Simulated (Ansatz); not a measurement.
Input file for Ansatz (an electronic-structure program): R-wB97X-V/def2-TZVPPD on C3H10S (a complex), monomers drawn apart or pushed together. Files ending in .json are basis or fitting sets from the Basis Set Exchange.

Ansatz 0.2 input:
```yaml
crystal:
  periodic: [false, false, false]
  atoms:
    - {symbol: C, position_ang: [-0.52661779, 0.55891932, 0.23314063]}
    - {symbol: C, position_ang: [0.54676888, -0.52324371, 0.16283820]}
    - {symbol: H, position_ang: [-1.27738849, 0.42071560, -0.54716794]}
    - {symbol: H, position_ang: [-0.09607454, 1.55381185, 0.10066624]}
    - {symbol: H, position_ang: [-1.04303410, 0.54068347, 1.19447895]}
    - {symbol: H, position_ang: [0.11664766, -1.51697165, 0.30424052]}
    - {symbol: H, position_ang: [1.30963341, -0.38017185, 0.93139916]}
    - {symbol: H, position_ang: [1.05493797, -0.52025542, -0.80339771]}
    - {symbol: C, position_ang: [0.87789300, 0.81174313, 6.18236769]}
    - {symbol: S, position_ang: [-0.27880692, -0.57762323, 6.40842981]}
    - {symbol: H, position_ang: [0.74992980, 1.27658201, 5.20730290]}
    - {symbol: H, position_ang: [0.63242692, 1.53932147, 6.95404533]}
    - {symbol: H, position_ang: [1.90908896, 0.49254357, 6.31707665]}
    - {symbol: H, position_ang: [0.18809737, -1.34386224, 5.41008387]}
basis:
  gaussian:
    orbitals: def2-TZVPPD.json
hamiltonian:
  xc: {name: wB97X-V}
scf: {lower_state_search: off}
```

Give the final energy of this run.

-518.4878 hartree.

How many basis functions does it have, and what does it roughly cost on one machine?

332 functions; about 15 core-seconds (a rough figure).
